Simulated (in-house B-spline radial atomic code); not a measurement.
A calculation on Er: its settings, and results tabulated from the run. Method: Dirac-Kohn-Sham LDA VWN5, spherical fractional occupations, Fermi nucleus of rms radius 5.2516 fm, inside a hard spherical wall at 3.55 bohr. Calculated with a B-spline radial code for spherical atoms.

Command:
```bash
python run_scf.py task.json out
```
Settings (nuclear radius in fm, mass in u):
```
Z                68
configuration    [Kr] 4d10 4f13 5s2 5p5 6s2
hamiltonian      dirac
method           lda,vwn
spin_polarised   False
nucleus          fermi
rms_radius       5.2516
atomic_mass      165.9303
speed_of_light   137.035999084
wall_radius      3.55
```

Output (hartree, bohr):
```
 radial grid: 60 intervals, B-splines of order 8, outer radius 3.55 bohr

 iter        energy (Eh)    residual
    1      -13086.539537    4.10e-01
    2      -13080.052017    3.27e-01
    3      -13081.140702    5.26e-01
    4      -13079.521445    4.71e-01
    5      -13063.515692    1.13e+00
    6      -13085.701603    2.17e-01
    7      -13087.714257    4.43e-02
    8      -13087.793648    2.19e-03
    9      -13087.793899    5.40e-04
   10      -13087.793915    8.11e-06
   11      -13087.793915    2.31e-06
   12      -13087.793915    4.29e-08

 total energy                    -13087.79391
 kinetic                           14445.6455
 electron-nucleus                 -32430.6051
 Hartree                            5168.8636
 exchange-correlation               -271.6979

 first-order corrections (not in the total)
   Gaunt                            14.3011
   retardation                      -1.5112
   frequency dependence             -0.2122
   self-energy                      10.1579
   Uehling                          -1.7410
   Wichmann-Kroll                    0.0606

 orbital      occ     eigenvalue          <r>       <r^2>       <1/r>       <r^4>     <1/r^2>       r_max    small
 1s1/2      2.000     -2103.0948    0.0203864 0.000568776     77.4767 8.66843e-07     13954.3     0.01287  6.47e-02
 2s1/2      2.000      -352.7145    0.0859531  0.00878704     18.6346 0.000134107     1815.29     0.07347  1.44e-02
 2p1/2      2.000      -336.1040    0.0714916  0.00633324     18.6191 8.19719e-05     576.385     0.05513  1.45e-02
 2p3/2      4.000      -302.4471     0.078766  0.00755199     16.1484  0.00011187     355.762     0.06135  1.33e-02
 3s1/2      2.000       -78.5607     0.225125   0.0580573      6.8178  0.00509647     398.332      0.2076  4.65e-03
 3p1/2      2.000       -71.2430     0.214751   0.0536852     6.73871  0.00456742     127.857      0.1951  4.60e-03
 3p3/2      4.000       -64.1759     0.228472   0.0605436     6.10606  0.00575861     79.9911      0.2081  4.26e-03
 3d3/2      4.000       -51.5951     0.201302   0.0476602     5.99424   0.0040447     45.0138      0.1641  4.15e-03
 3d5/2      6.000       -50.0488     0.205554   0.0495602     5.83978  0.00434413     42.2319      0.1678  4.05e-03
 4s1/2      2.000       -15.0287     0.508836    0.292729     2.85363    0.125095     97.4281      0.4746  1.50e-03
 4p1/2      2.000       -12.1047      0.51785     0.30574     2.74551    0.140494     30.4679      0.4766  1.42e-03
 4p3/2      4.000       -10.5119     0.549896    0.344497     2.52388    0.178506     19.0836      0.5046  1.29e-03
 4d3/2      4.000        -5.6888      0.57946    0.390675     2.30016    0.251236     9.66586      0.5073  1.10e-03
 4d5/2      6.000        -5.4004      0.59097    0.406263     2.24535     0.27202     9.03497      0.5164  1.07e-03
 4f5/2      5.571         0.3583     0.845677    0.962923     1.61243     2.50962     3.51644      0.5099  6.09e-04
 4f7/2      7.429         0.3959     0.865176      1.0093     1.58202     2.73604     3.39453      0.5157  5.91e-04
 5s1/2      2.000        -1.4951      1.27399     1.82957     1.04583     4.98211     15.3411       1.123  2.90e-04
 5p1/2      1.667        -0.7250       1.4335     2.32052    0.913473      8.0041     4.04493       1.234  2.24e-04
 5p3/2      3.333        -0.5367      1.53146     2.63361    0.841073     10.0524     2.52113       1.327  1.94e-04
 6s1/2      2.000         0.6640      2.20975       5.353     0.60541     35.5502     6.27729       2.436  1.49e-04
```

Time taken, with all properties: 0.63 s on 1 thread of Arm Neoverse V2 (shared host).

For the Dirac Hamiltonian the kinetic term is c α·p + (β - 1)c².
